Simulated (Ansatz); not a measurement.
Basis-set extrapolation for ClH7N2OSi2 (`N[SiH2]O[SiH](N)Cl`) (PBE0-D4/def2-TZVP geometry, frozen core, Ansatz). Multiplicity 1, RHF reference.

|  | def2-TZVPP | def2-QZVPP |
| --- | --- | --- |
| HF | -1225.564388 | -1225.605874 |
| MP2 correlation | -1.091213 | -1.180927 |
| CCSD(T) correlation | -1.188086 | not run |

Energies in hartree. Use E(X) = E(∞) + A·exp(−7.88·√X) for Hartree–Fock and E(X) = E(∞) + B·X^(−2.97) for correlation, with X = 3 and 4, and add CCSD(T) minus MP2 of the smaller set to the MP2 limit.

Question: What is the CCSD(T) energy at the basis-set limit?

Answer: HF limit: -1225.605874 + (-0.041486) × 0.13774 = -1225.61159. MP2 limit: -1.180927 + (-0.089714) × 0.74074 = -1.24738. Higher-order term: -1.188086 − (-1.091213) = -0.09687. Total: -1226.95584 hartree, 5.53 eV below CCSD(T)/def2-TZVPP.
